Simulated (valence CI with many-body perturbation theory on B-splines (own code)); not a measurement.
The numbers below are computed, except where a source is named.
**Co13+: input, log and results**

Method: configuration interaction combined with many-body perturbation theory (CI+MBPT): four valence electrons over a frozen Dirac-Fock core [Ne], radial functions for each j: 5 s, 5 p, 3 d, 2 f, with the one-electron correlation potential Σ1 (screened to all orders), the two-electron term Σ2, the three-electron term Σ3, Breit, model QED; selected single and double excitations, second order for the rest, scaled by the run's own slope (own B-spline code, finite nucleus).

Command, and the settings that its task file holds:

```sh
python run_cv.py task.json out
```

```
atom Co  Z=27  mass_number=59  rms_radius_fm=3.7875
core [Ne]
valence 3s2 3p2
avg = 1
basis = S
breit = 1
cap = 10000
capref = 1200
cscale = 1
de = 0.0
dress = 0
eps = 2e-08
extrap = 1
h = 0.27
hh = 1
l2 = 3
lcore = 6
maxit = 60
n2 = 5
natural = 0
nlev = 20
nno = [2, 2, 1, 1, 0]
nroot = 26
nsp = [3, 3, 2, 1, 0]
pt2 = 1
qed = 1
rpa = 1
s1 = 1
s2 = 1
s3 = 1
screen = 1
tol = 2e-05
whole = 1
```

It took 11 s on 1 thread of AMD EPYC 7R43 64-Core Processor (Zen 3), with other jobs on the host.

Log. The first blocks belong to the next ion, which gives the ionisation energy. Fields: 2J, parity (1 odd), roots, reference size, generating configurations, candidates as configurations/state functions, variational space P, stored matrix elements, Davidson steps; e2 is the range of second-order energies in hartree. The first line gives the box (bohr), its intervals, the orbitals and the steps of their self-consistent field. Window is the range of levels sought, series limit the energy at which the first omitted orbital would enter, core excitation an estimate of the first excitation out of the core, left out the lowest levels not solved, and shifts from estimates the range by which levels moved from their first estimate, all in cm⁻¹.

```
rmax 6.0 intervals 61 orbitals 25 references ['3s2 3p2', '3s 3p3', '3s2 3p 3d', '3p4', '3s 3p2 3d'] scf 6 t 1.0
2J=1 par=1 roots 2 ref 34 generators 7 cand 375/531 P 403/565 nnz 0 it 0
2J=1 par=1 roots 2 ref 34 generators 13 cand 143/210 P 546/775 nnz 0 it 0
   second order: generators 22 cand 475/666 e2 -0.00000 -0.00000
2J=3 par=1 roots 2 ref 54 generators 9 cand 379/705 P 414/759 nnz 0 it 0
2J=3 par=1 roots 2 ref 54 generators 18 cand 137/248 P 551/1007 nnz 0 it 0
   second order: generators 32 cand 671/1326 e2 -0.00000 -0.00000
reference levels 428, estimated 50, window 539294 1/cm; series limit 2371759, core excitation 6429656
2J=0 par=0 roots 3 ref 29 generators 13 cand 88/139 P 900/1298 nnz 0 it 0
2J=0 par=0 roots 3 ref 29 generators 20 cand 303/535 P 1203/1833 nnz 0 it 5
   second order: generators 27 cand 1637/2899 e2 -0.00001 -0.00000
2J=2 par=0 roots 2 ref 52 generators 10 cand 69/258 P 867/2601 nnz 8.6e+05 it 3
2J=2 par=0 roots 2 ref 52 generators 13 cand 204/800 P 1071/3401 nnz 1.3e+06 it 4
   second order: generators 21 cand 1620/6796 e2 -0.00002 -0.00001
2J=4 par=0 roots 3 ref 73 generators 15 cand 111/439 P 879/2995 nnz 1.1e+06 it 4
2J=4 par=0 roots 3 ref 73 generators 24 cand 262/1227 P 1141/4222 nnz 2e+06 it 5
   second order: generators 31 cand 1856/10927 e2 -0.00003 -0.00001
2J=4 par=1 roots 8 ref 45 generators 19 cand 189/940 P 940/3478 nnz 1.4e+06 it 5
2J=4 par=1 roots 8 ref 45 generators 29 cand 456/2259 P 1396/5737 nnz 3.6e+06 it 7
   second order: generators 45 cand 2241/12937 e2 -0.00001 -0.00000
2J=2 par=1 roots 7 ref 39 generators 18 cand 246/972 P 1112/3485 nnz 1.4e+06 it 5
2J=2 par=1 roots 7 ref 39 generators 29 cand 314/1192 P 1426/4677 nnz 2.3e+06 it 9
   second order: generators 46 cand 2172/9485 e2 -0.00001 -0.00000
2J=6 par=1 roots 4 ref 36 generators 16 cand 211/926 P 897/3306 nnz 1.4e+06 it 5
2J=6 par=1 roots 4 ref 36 generators 23 cand 401/1936 P 1298/5242 nnz 3.1e+06 it 5
   second order: generators 38 cand 2229/14579 e2 -0.00001 -0.00001
2J=0 par=1 roots 2 ref 15 generators 9 cand 258/438 P 963/1453 nnz 0 it 4
2J=0 par=1 roots 2 ref 15 generators 14 cand 243/369 P 1206/1822 nnz 0 it 4
   second order: generators 20 cand 1366/2492 e2 -0.00001 -0.00000
2J=8 par=1 roots 1 ref 21 generators 6 cand 155/567 P 608/2096 nnz 0 it 3
2J=8 par=1 roots 1 ref 21 generators 11 cand 271/1048 P 879/3144 nnz 1.3e+06 it 4
   second order: generators 15 cand 1492/8724 e2 -0.00001 -0.00001
left out: unestimated 789038, estimated 676516, shifts from estimates -6 to 0
operators 0.6
```

The Davidson iterations converged. The settings are bad on purpose, so the numbers may not be properties of the ion.

No measured spectrum was set against this ion. As an estimate, levels of excited configurations hold to 0.05 to 0.15 % of their energy, terms of the ground configuration to about 0.5 %.

- Valence energy: -70.21141 hartree
- Ionisation energy: 409.15 eV (NIST: 410 ± 1 eV (semi-empirical))
- Reference configurations for the orbitals: 3s2 3p2, 3s 3p3, 3s2 3p 3d, 3p4, 3s 3p2 3d
- Radial orbitals: 25
- Box radius: 6.021 bohr
- Largest variational space: 5737
- Lowest levels: 3s²3p² ³P_0 0, 3s²3p² ³P_1 11732, 3s²3p² ³P_2 22747, 3s²3p² ¹D_2 56299, 3s²3p² ¹S_0 103450, 3s3p³ ⁵S°_2 231690, 3s3p³ ³D°_1 310720, 3s3p³ ³D°_2 310930, 3s3p³ ³D°_3 314720, 3s3p³ ³P°_0 356750, 3s3p³ ³P°_1 357740, 3s3p³ ³P°_2 358510, 3s3p³ ¹D°_2 392490, 3s3p³ ³S°_1 448790 cm⁻¹

Names give the largest LS component (configuration and term), which can be under half, so a name can repeat, a term be missing and a line seem to break the LS rules; names also repeat where a configuration has a term twice.
